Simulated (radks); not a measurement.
Valence configurations of In3+ (all share [Kr]). Method: scalar-relativistic Kohn-Sham, PBEsol, spin-polarised, spherical densities, finite nucleus; open shells are filled with parallel spins first (spin-orbit coupling, left out, can overturn this in heavy ions); Fermi nuclear charge, rms radius 4.6156 fm; computed with a radial shooting solver on a logarithmic mesh with Libxc functionals. Energies are relative to 4d10; eigenvalues in eV for spin up.

4d10: E (eV) 0.000; moment (Bohr magnetons) 0; e(4d) -47.871
4d9.5 5s0.5: E (eV) 7.618; moment (Bohr magnetons) 1; e(4d) -50.588; e(5s) -34.450
4d9 5s1: E (eV) 15.579; moment (Bohr magnetons) 2; e(4d) -53.304; e(5s) -35.859
4d9 5p1: E (eV) 24.563; moment (Bohr magnetons) 2; e(4d) -54.519; e(5p) -27.635
4d8 5s2: E (eV) 34.510; moment (Bohr magnetons) 2; e(4d) -58.608; e(5s) -37.529
4d8 5p2: E (eV) 51.791; moment (Bohr magnetons) 4; e(4d) -61.084; e(5p) -30.245
4d7 5s2 5p1: E (eV) 64.718; moment (Bohr magnetons) 4; e(4d) -65.349; e(5p) -30.781; e(5s) -40.780

NIST lists [Kr] 4d10 as the ground configuration; this level of theory agrees among the configurations tried. The energies are those of spherical high-spin densities, not of single terms.
